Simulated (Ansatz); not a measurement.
Start from `[CH3][GeH2][CH](F)F` and change one atom or group to get `F[CH](F)[GaH2]`.

Ansatz, PBE0-D4/def2-TZVP geometries, multiplicity 1. Each molecule was computed in one conformer, which needn't be the lowest.

Scalar relativity is left out up to krypton.

| property | `[CH3][GeH2][CH](F)F` |
| --- | --- |
| size of the dipole moment (ωB97M-V/def2-TZVPP) / D | 2.40 |
| LUMO energy (PBE/def2-TZVPP) / eV | -0.13 |
| HOMO energy (PBE/def2-TZVPP) / eV | -6.77 |
| HOMO energy (PBE0/def2-TZVPP) / eV | -8.25 |
| HOMO energy (ωB97M-V/def2-TZVPP) / eV | -10.52 |
| HOMO–LUMO gap (PBE0/def2-TZVPP) / eV | 8.93 |

Task: What does the change do to each property? (Best estimate.)

Result: Computed: 
```
                                          property  `F[CH](F)[GaH2]`  shift
size of the dipole moment (ωB97M-V/def2-TZVPP) / D              1.96  -0.44
                 LUMO energy (PBE/def2-TZVPP) / eV             -2.87  -2.74
                 HOMO energy (PBE/def2-TZVPP) / eV             -6.44   0.33
                HOMO energy (PBE0/def2-TZVPP) / eV             -7.87   0.38
             HOMO energy (ωB97M-V/def2-TZVPP) / eV            -10.14   0.38
              HOMO–LUMO gap (PBE0/def2-TZVPP) / eV              5.81  -3.12
```

With PBE0 the HOMO rises by 0.38 eV and the LUMO falls by 2.74 eV, so the gap narrows by about 3.12 eV. PBE moves the HOMO by 0.33 eV and ωB97M-V by 0.38 eV. Dipoles are sizes alone; their direction can turn.
